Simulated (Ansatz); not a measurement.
Ideal-gas functions of CH₂GaNZn, SMILES `[CH]1=[N][GaH][Zn]1` at 298.15 K and 1 bar, from an Ansatz frequency run at PBE0-D4/def2-TZVP.

Molar mass 163.15 g/mol, point group Cs (symmetry number 1), electronic degeneracy 1, moments of inertia 88.922, 236.429, 325.35 u Å². Harmonic wavenumbers (cm⁻¹, unscaled): 172, 201, 263, 360, 406, 496, 555, 791, 1073, 1680, 1866, 3049.

Use S(trans) = R[1.5 ln M + 2.5 ln T − 1.1517]; rotational temperatures θ = 24.2544 K / I; S(rot) = R[ln(√π/σ · √(T³/θAθBθC)) + 1.5]; for each mode x = 1.438777 ν̃/T, S = R[x/(eˣ − 1) − ln(1 − e⁻ˣ)] and H = RT x/(eˣ − 1); 1 cm⁻¹ = 0.0119627 kJ/mol; R = 8.31446 J/(mol·K).

Problem. By hand: the entropy, in J/(mol·K).

Solution. Translation 172.4. Rotation: θ = 0.2728, 0.1026, 0.0745 K, giving 114.0. Vibration, mode by mode: 10.10, 8.89, 6.87, 4.69, 3.94, 2.80, 2.23, 0.90, 0.29, 0.02, 0.01, 0.00, in all 40.7. Electronic 0.0. Sum 327.1 J/(mol·K).

Problem. By hand: H − E and G − E in kJ/mol, counted from the electronic energy.

Solution. Zero-point energy ½ × 10912 × 0.0119627 = 65.3; thermal vibration 7.4; translation, rotation and pV give 4 RT = 9.9. H − E = 82.6 kJ/mol, and G − E = 82.6 − 298.15 × 327.1/1000 = -14.9 kJ/mol.

Vibration gives 12 % of the entropy.
